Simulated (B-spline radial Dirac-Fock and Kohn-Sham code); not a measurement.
## Tm²⁺ 4f5/2: cross section and angular parameters

System: the Tm²⁺ ion, [Xe] 4f13; threshold 25.93 eV (orbital energy of the model). Level of theory: Dirac-Hartree-Slater photoionisation with a Latter tail; cross sections with all multipoles, angular parameters from the dipole term and its interference with E2; an atomic code on a B-spline grid.

For linearly polarised light dσ/dΩ = σ/(4π) [1 + β P₂(cos θ) + (δ + γ cos²θ) sin θ cos φ], with θ from the polarisation vector and φ the angle between the beam and the projection of the electron momentum on the plane normal to the polarisation.

| hν (eV) | σ (kb) | β | γ | δ |
| --- | --- | --- | --- | --- |
| 60 | 2320 | 0.645 | 0.009 | 0.009 |
| 66.1 | 2540 | 0.567 | 0.008 | 0.010 |
| 86.4 | 3050 | 0.417 | 0.006 | 0.013 |
| 127 | 3160 | 0.345 | 0.006 | 0.017 |
| 154 | 2980 | 0.361 | 0.007 | 0.019 |
| 177 | 2790 | 0.388 | 0.008 | 0.021 |
| 197 | 2600 | 0.417 | 0.009 | 0.022 |
| 208 | 2500 | 0.434 | 0.010 | 0.023 |
| 317 | 1510 | 0.602 | 0.018 | 0.029 |
| 321 | 1480 | 0.608 | 0.018 | 0.029 |
| 400 | 1010 | 0.711 | 0.027 | 0.034 |
| 725 | 250 | 0.955 | 0.097 | 0.054 |
| 768 | 214 | 0.973 | 0.110 | 0.057 |
| 1080 | 78.2 | 1.048 | 0.213 | 0.076 |
| 1486.9 | 27.9 | 1.068 | 0.357 | 0.098 |
| 1930 | 11.4 | 1.050 | 0.502 | 0.122 |
| 2100 | 8.42 | 1.038 | 0.552 | 0.131 |
| 2250 | 6.57 | 1.026 | 0.595 | 0.139 |
| 2730 | 3.22 | 0.986 | 0.717 | 0.163 |
| 3490 | 1.27 | 0.921 | 0.874 | 0.202 |
| 4000 | 0.743 | 0.882 | 0.962 | 0.227 |
| 4140 | 0.648 | 0.872 | 0.984 | 0.234 |
| 4420 | 0.500 | 0.852 | 1.027 | 0.247 |
| 5200 | 0.259 | 0.802 | 1.132 | 0.285 |
| 5414.7 | ? | ? | ? | ? |
| 5620 | 0.188 | 0.778 | 1.182 | 0.305 |
| 6000 | 0.143 | 0.758 | 1.224 | 0.323 |
| 8047.8 | 0.0413 | 0.669 | 1.402 | 0.415 |
| 9370 | 0.0213 | 0.623 | 1.486 | 0.470 |
| 12000 | 0.00713 | 0.551 | 1.610 | 0.575 |

Task: Give the values at Cr Kα (5414.7 eV).

Result: σ = 0.219 kb, β = 0.790, γ = 1.158, δ = 0.295.

Values without a named source are computed, but for edge energies of neutral atoms, which are taken from tables.
